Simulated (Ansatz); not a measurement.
Four-centre ligand exchange

Start structure (BH₃OF₂, closed shell), relaxed at PBE0-D4/def2-TZVP:

B1  (-0.088, 0.600, -0.632)
O2  (1.150, 0.115, -0.840)
F3  (-1.178, -0.051, -1.021)
F4  (-0.237, 1.763, -0.033)
H5  (-0.046, -0.765, 1.984)
H6  (-0.757, -0.925, 1.822)
H7  (1.156, -0.737, -1.281)
(Å)

The step: BHOF₂ ([OH][B]([F])[F]) + H₂ → BHF₂ ([F][BH][F]) + H₂O (still joined by a long B–O bond); bonds formed: B1–H6, O2–H5; bonds broken: H5–H6; bonds weakened to dative contacts: B1–O2. Computed with Ansatz 0.2.0 (basis: def2-TZVPP and def2-QZVPP); correlated methods freeze the cores. Extrapolation: Hartree–Fock as exp(−7.88 √X), correlation as X^−2.97. Energies below are by CCSD(T) at an estimated basis limit (MP2 extrapolated from triple and quadruple zeta, plus CCSD(T) − MP2 in triple zeta).

Question: What are the electronic barrier and the energy of the step, from the start structure to the end structure? (An estimate is asked for; the value comes from the calculation.)

Answer: The calculation gives: Barrier 206.1 kJ/mol; step energy 79.3 kJ/mol (uphill); reverse barrier, their difference, 126.8 kJ/mol. Barrier and step energy count from the start structure, the reverse barrier from the end structure.

The saddle point: One imaginary mode of 1425i cm⁻¹.
```
 pair  start (Å)  saddle (Å)  end (Å)
B1–H6       2.96        1.38     1.20
O2–H5       3.19        1.23     0.97
B1–O2       1.35        1.54     1.80
H5–H6       0.75        1.06     2.96
```

Zero-point energy (harmonic, PBE0-D4): ZPE is 95.4 kJ/mol at the start and 105.3 kJ/mol at the saddle, so the barrier goes from 206.1 to 216.0 kJ/mol.

No T1 diagnostic of these runs exceeds 0.013.

Labels in which every atom is bracketed show which atoms are joined, not bond orders.

For scale, one of the runs: CCSD(T)/def2-TZVPP, 166 basis functions (an equivalent command: `ansatz run in.yaml --threads 2`). The run took 25 s on 2 CPU threads (shared host), with 1.7 GiB of host memory at its peak.
